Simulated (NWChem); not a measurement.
System: C2H6ClLa; SMILES [CH3][La]([CH3])[Cl]

NWChem printed, in part:

```
             Northwest Computational Chemistry Package (NWChem) 7.3.0
             --------------------------------------------------------

 C1  symmetry detected

                             Geometry "geometry" -> ""
                             -------------------------

 Output coordinates in angstroms (scale by  1.889725989 to convert to a.u.)

  No.       Tag          Charge          X              Y              Z
 ---- ---------------- ---------- -------------- -------------- --------------
    1 La                  57.0000     0.00005242     0.24382480    -0.30874083
    2 Cl                  17.0000    -0.00014856    -2.32269440     0.23879599
    3 C                    6.0000    -1.97463588     1.35339617     0.69885316
    4 H                    1.0000    -2.45130703     2.03367121    -0.03745659
    5 H                    1.0000    -1.68583851     1.98146606     1.56363943
    6 H                    1.0000    -2.76135413     0.66053317     1.04930574
    7 C                    6.0000     1.97443608     1.35312837     0.69906199
    8 H                    1.0000     1.67884330     2.01627687     1.53492058
    9 H                    1.0000     2.48010229     1.99783474    -0.04975401
   10 H                    1.0000     2.74029042     0.65886188     1.09054972

 Effective nuclear repulsion energy (a.u.)     466.9552724498

 Summary of "ao basis" -> "ao basis" (spherical)
 ------------------------------------------------------------------------------
       Tag                 Description            Shells   Functions and Types
 ---------------- ------------------------------  ------  ---------------------
 La                         def2-svp                12       32   6s3p2d1f
 Cl                         def2-svp                 8       18   4s3p1d
 C                          def2-svp                 6       14   3s2p1d
 H                          def2-svp                 3        5   2s1p

            General Information
            -------------------
          SCF calculation type: DFT
          Wavefunction type:  closed shell.
          No. of atoms     :    10
          No. of electrons :    46
           Alpha electrons :    23
            Beta electrons :    23
          Charge           :     0
          Spin multiplicity:     1
          Use of symmetry is: off; symmetry adaption is: off
          Maximum number of iterations: 150
          AO basis - number of functions:   108
                     number of shells:    50
          Convergence on energy requested:  1.00D-06
          Convergence on density requested:  1.00D-05
          Convergence on gradient requested:  5.00D-04

              XC Information
              --------------
          PerdewBurkeErnzerhof Exchange Functional  1.000
            Perdew 1991 LDA Correlation Functional  1.000 local
           PerdewBurkeErnz. Correlation Functional  1.000 non-local

             Grid Information
             ----------------
          Grid used for XC integration:  coarse
          Radial quadrature: Mura-Knowles
          Angular quadrature: Lebedev.
          Tag              B.-S. Rad. Rad. Pts. Rad. Cut. Ang. Pts.
          ---              ---------- --------- --------- ---------
          La                  1.95      104          10.0       302
          Cl                  1.00       70          12.0       302
          C                   0.70       35          12.0       302
          H                   0.35       35          13.0       302
          Grid pruning is: on
          Number of quadrature shells:   454
          Spatial weights used:  Erf1

      Superposition of Atomic Density Guess
      -------------------------------------

 Sum of atomic energies:        -573.11166399

      Non-variational initial energy
      ------------------------------

 Total energy =    -569.807320
 1-e energy   =   -1075.135765
 2-e energy   =     361.458498
 HOMO         =      -0.295886
 LUMO         =      -0.081907

     ---------------------------------------------
      Total Density - Mulliken Population Analysis
     ---------------------------------------------

    Atom       Charge   Shell Charges
 -----------   ------   -------------------------------------------------------
    1 La  11     9.23   0.11 -0.53  1.63  0.81  0.30  0.04  5.30  0.75  0.06  0.60  0.09  0.07
    2 Cl  17    17.65   2.00  1.99  1.24  0.72  5.95  2.25  3.49  0.01
    3 C    6     6.99   1.99  0.99  0.36  2.22  1.42  0.01
    4 H    1     0.86   0.65  0.18  0.03
    5 H    1     0.86   0.65  0.18  0.03
    6 H    1     0.86   0.65  0.18  0.03
    7 C    6     6.99   1.99  0.99  0.36  2.22  1.42  0.01
    8 H    1     0.86   0.65  0.18  0.03
    9 H    1     0.86   0.65  0.18  0.03
   10 H    1     0.86   0.65  0.18  0.03

   convergence    iter        energy       DeltaE   RMS-Dens  Diis-err
 ---------------- ----- ----------------- --------- --------- ---------
 d= 0,ls=0.0,diis     1   -571.0486524412 -7.15D+02  2.81D-02  7.42D-01
 d= 0,ls=0.0,diis     2   -570.4523491403  5.96D-01  2.14D-02  4.22D+00
 d= 0,ls=0.0,diis     3   -571.1629272880 -7.11D-01  2.95D-03  2.83D-02
 d= 0,ls=0.0,diis     4   -571.1636395969 -7.12D-04  1.54D-03  3.00D-02
 d= 0,ls=0.0,diis     5   -571.1682665066 -4.63D-03  3.00D-04  7.24D-04
  Resetting Diis
 d= 0,ls=0.0,diis     6   -571.1683914674 -1.25D-04  6.64D-05  4.97D-05
 d= 0,ls=0.0,diis     7   -571.1683993159 -7.85D-06  4.48D-05  2.13D-06
 d= 0,ls=0.0,diis     8   -571.1683985126  8.03D-07  2.73D-05  6.65D-06
 d= 0,ls=0.0,diis     9   -571.1683997342 -1.22D-06  3.26D-06  9.49D-08
 d= 0,ls=0.0,diis    10   -571.1683997461 -1.19D-08  8.49D-07  7.74D-09

         Total DFT energy =     -571.168399746100
      One electron energy =    -1081.351824349554
           Coulomb energy =      411.644634965960
    Exchange-Corr. energy =      -45.331157447578
 Nuclear repulsion energy =      143.869947085073

 Numeric. integr. density =       46.000019999507

                       DFT Final Molecular Orbital Analysis
                       ------------------------------------

 Vector   21  Occ=2.000000D+00  E=-2.503234D-01
              MO Center= -1.2D-04, -2.1D+00,  2.1D-01, r^2= 1.9D+00
   Bfn.  Coefficient  Atom+Function         Bfn.  Coefficient  Atom+Function
  ----- ------------  ---------------      ----- ------------  ---------------
    43      0.596249   2 Cl px               40      0.446868   2 Cl px
    37      0.262182   2 Cl px               16     -0.151677   1 La d -2
    21     -0.090071   1 La d -2             13      0.052173   1 La px
    55     -0.045531   3 C  py               84      0.045491   7 C  py
     7      0.041995   1 La px               66     -0.041554   4 H  s

 Vector   22  Occ=2.000000D+00  E=-1.928937D-01
              MO Center=  5.6D-03,  1.0D+00,  4.2D-01, r^2= 4.7D+00
   Bfn.  Coefficient  Atom+Function         Bfn.  Coefficient  Atom+Function
  ----- ------------  ---------------      ----- ------------  ---------------
     3      0.334898   1 La s                 5     -0.333160   1 La s
     2     -0.262906   1 La s                54     -0.261594   3 C  px
    83      0.262617   7 C  px               20     -0.211365   1 La d  2
    57     -0.190469   3 C  px               86      0.190979   7 C  px
    53     -0.164502   3 C  s                82     -0.165065   7 C  s

 Vector   23  Occ=2.000000D+00  E=-1.915544D-01
              MO Center= -5.9D-03,  9.4D-01,  4.1D-01, r^2= 4.5D+00
   Bfn.  Coefficient  Atom+Function         Bfn.  Coefficient  Atom+Function
  ----- ------------  ---------------      ----- ------------  ---------------
    19      0.314985   1 La d  1             16     -0.271727   1 La d -2
    54      0.247313   3 C  px               83      0.246406   7 C  px
     7     -0.217846   1 La px               53      0.182305   3 C  s
    82     -0.181829   7 C  s                57      0.180284   3 C  px
    86      0.179984   7 C  px               55     -0.159999   3 C  py

 Vector   24  Occ=0.000000D+00  E=-9.309142D-02
              MO Center=  5.6D-04,  4.2D-01, -1.3D+00, r^2= 5.0D+00
   Bfn.  Coefficient  Atom+Function         Bfn.  Coefficient  Atom+Function
  ----- ------------  ---------------      ----- ------------  ---------------
    18      0.549284   1 La d  0              5      0.410353   1 La s
     6      0.380248   1 La s                 3     -0.271195   1 La s
    15     -0.263278   1 La pz                2      0.216732   1 La s
    23      0.187624   1 La d  0              4     -0.178776   1 La s
    17     -0.174931   1 La d -1              9     -0.168233   1 La pz

 Vector   25  Occ=0.000000D+00  E=-5.638791D-02
              MO Center= -3.3D-03,  3.5D-01, -6.6D-01, r^2= 4.3D+00
   Bfn.  Coefficient  Atom+Function         Bfn.  Coefficient  Atom+Function
  ----- ------------  ---------------      ----- ------------  ---------------
    19      0.672462   1 La d  1             16      0.428541   1 La d -2
    24      0.302008   1 La d  1             13      0.270776   1 La px
     7      0.155090   1 La px               66      0.134888   4 H  s
   100     -0.133224   9 H  s                43      0.125867   2 Cl px
    65      0.087385   4 H  s                99     -0.086890   9 H  s

 Vector   26  Occ=0.000000D+00  E=-5.317368D-02
              MO Center= -6.1D-04,  3.7D-01, -6.3D-01, r^2= 4.3D+00
   Bfn.  Coefficient  Atom+Function         Bfn.  Coefficient  Atom+Function
  ----- ------------  ---------------      ----- ------------  ---------------
    17      0.718457   1 La d -1             18      0.318758   1 La d  0
    22      0.269634   1 La d -1             14     -0.251428   1 La py
    20     -0.165162   1 La d  2             45      0.164173   2 Cl pz
    44      0.154308   2 Cl py                8     -0.146334   1 La py
    23      0.143376   1 La d  0             71     -0.142352   5 H  s

     ---------------------------------------------
      Total Density - Mulliken Population Analysis
     ---------------------------------------------

    Atom       Charge   Shell Charges
 -----------   ------   -------------------------------------------------------
    1 La  11    10.11   0.11 -0.55  1.72  0.73  0.34 -0.02  5.29  0.74  0.10  1.34  0.22  0.09
    2 Cl  17    17.30   2.00  1.98  1.27  0.70  5.93  2.14  3.28  0.01
    3 C    6     6.46   1.98  0.89  0.35  2.07  1.15  0.01
    4 H    1     0.96   0.72  0.21  0.03
    5 H    1     0.94   0.72  0.20  0.03
    6 H    1     0.93   0.72  0.19  0.02
    7 C    6     6.46   1.98  0.89  0.35  2.07  1.15  0.01
    8 H    1     0.94   0.72  0.20  0.03
    9 H    1     0.96   0.72  0.21  0.03
   10 H    1     0.93   0.72  0.19  0.02

     -------------------------------------------
      Total Density - Lowdin Population Analysis
     -------------------------------------------

    Atom       Charge   Shell Charges
 -----------   ------   -------------------------------------------------------
    1 La  11    10.56   0.00  0.02  0.91  0.95  0.33  0.10  4.58  1.43  0.22  1.28  0.58  0.16
    2 Cl  17    17.03   2.00  1.96  1.05  0.78  5.82  2.26  3.17  0.01
    3 C    6     6.35   1.96  0.61  0.36  1.87  1.50  0.04
    4 H    1     0.96   0.61  0.27  0.07
    5 H    1     0.95   0.61  0.27  0.07
    6 H    1     0.95   0.61  0.26  0.07
    7 C    6     6.35   1.96  0.61  0.36  1.87  1.50  0.04
    8 H    1     0.95   0.61  0.27  0.07
    9 H    1     0.96   0.61  0.27  0.07
   10 H    1     0.95   0.61  0.26  0.07

     Multipole analysis of the density
     ---------------------------------

     L   x y z        total         alpha         beta         nuclear
     -   - - -        -----         -----         ----         -------
     0   0 0 0      0.000000    -23.000000    -23.000000     46.000000

     1   1 0 0      0.000809      0.002683      0.002683     -0.004557
     1   0 1 0      1.129586     11.162320     11.162320    -21.195055
     1   0 0 1     -1.656229    -14.247133    -14.247133     26.838036

     2   2 0 0    -46.111992   -165.434610   -165.434610    284.757227
     2   1 1 0      0.000293      0.005536      0.005536     -0.010779
     2   1 0 1      0.000503     -0.001611     -0.001611      0.003726
     2   0 2 0    -49.082108   -259.039250   -259.039250    468.996391
     2   0 1 1     -1.889341    -16.161921    -16.161921     30.434500
     2   0 0 2    -37.318983    -45.398906    -45.398906     53.478828

            General Information
            -------------------
          SCF calculation type: DFT
          Wavefunction type:  closed shell.
          No. of atoms     :    10
          No. of electrons :    46
           Alpha electrons :    23
            Beta electrons :    23
          Charge           :     0
          Spin multiplicity:     1
          Use of symmetry is: off; symmetry adaption is: off
          Maximum number of iterations: 150
          AO basis - number of functions:   108
                     number of shells:    50
          Convergence on energy requested:  1.00D-06
          Convergence on density requested:  1.00D-05
          Convergence on gradient requested:  5.00D-04

              XC Information
              --------------
          PerdewBurkeErnzerhof Exchange Functional  1.000
            Perdew 1991 LDA Correlation Functional  1.000 local
           PerdewBurkeErnz. Correlation Functional  1.000 non-local

             Grid Information
             ----------------
          Grid used for XC integration:  coarse
          Radial quadrature: Mura-Knowles
          Angular quadrature: Lebedev.
          Tag              B.-S. Rad. Rad. Pts. Rad. Cut. Ang. Pts.
          ---              ---------- --------- --------- ---------
          La                  1.95      104          10.0       302
          Cl                  1.00       70          12.0       302
          C                   0.70       35          12.0       302
          H                   0.35       35          13.0       302
          Grid pruning is: on
          Number of quadrature shells:   454
          Spatial weights used:  Erf1

          Convergence Information
          -----------------------
          Convergence aids based upon iterative change in
          total energy or number of iterations.
          Levelshifting, if invoked, occurs when the
          HOMO/LUMO gap drops below (HL_TOL):  1.00D-02
          DIIS, if invoked, will attempt to extrapolate
          using up to (NFOCK): 10 stored Fock matrices.

                    Damping( 0%)  Levelshifting(0.5)       DIIS
                  --------------- ------------------- ---------------
          dE  on:    start            ASAP                start
          dE off:    2 iters        150 iters           150 iters

                            NWChem DFT Gradient Module
                            --------------------------

  charge          =   0.00
  wavefunction    = closed shell

                         DFT ENERGY GRADIENTS

    atom               coordinates                        gradient
                 x          y          z           x          y          z
   1 La      0.000099   0.460762  -0.583436    0.000012  -0.000317   0.003591
   2 Cl     -0.000281  -4.389256   0.451259    0.000007   0.000772  -0.000906
   3 C      -3.731521   2.557548   1.320641   -0.002870   0.002085   0.000449
   4 H      -4.632299   3.843081  -0.070783    0.001586  -0.002693   0.003505
   5 H      -3.185773   3.744428   2.954850   -0.001420  -0.002747  -0.003799
   6 H      -5.218203   1.248227   1.982900    0.003325   0.003136  -0.001487
   7 C       3.731143   2.557042   1.321036    0.002849   0.002048   0.000432
   8 H       3.172554   3.810211   2.900579    0.001448  -0.002895  -0.003678
   9 H       4.686714   3.775360  -0.094021   -0.001693  -0.002528   0.003567
  10 H       5.178398   1.245068   2.060840   -0.003244   0.003139  -0.001673
```

Level: PBE/def2-SVP with def2 effective core potentials on La. All runs use the structure optimised with PBE0/def2-SVP. Not confirmed as a minimum by frequencies. def2 effective core potentials on La; no spin-orbit coupling.

### Question
Which NWChem input produces such a log?

### Answer
This is not unique; one that fits is the input that was run:
```
start job
memory heap 200 mb stack 900 mb global 1100 mb
geometry units angstroms noautoz
  La     0.426627     0.017314    -0.773987
  Cl     2.819522     0.045326     0.303086
  C     -0.832068    -1.994375    -0.056643
  H     -1.332464    -2.466277    -0.927880
  H     -1.633813    -1.733004     0.660728
  H     -0.213598    -2.777364     0.418988
  C     -0.908172     1.953405     0.009770
  H     -1.726807     1.630630     0.681673
  H     -1.390154     2.464321    -0.849723
  H     -0.326988     2.721663     0.551809
end
basis spherical
  * library def2-svp
end
ecp
  La library def2-ecp
end
dft
  xc xpbe96 cpbe96
  grid coarse
  iterations 150
  mulliken
end
task dft gradient
```
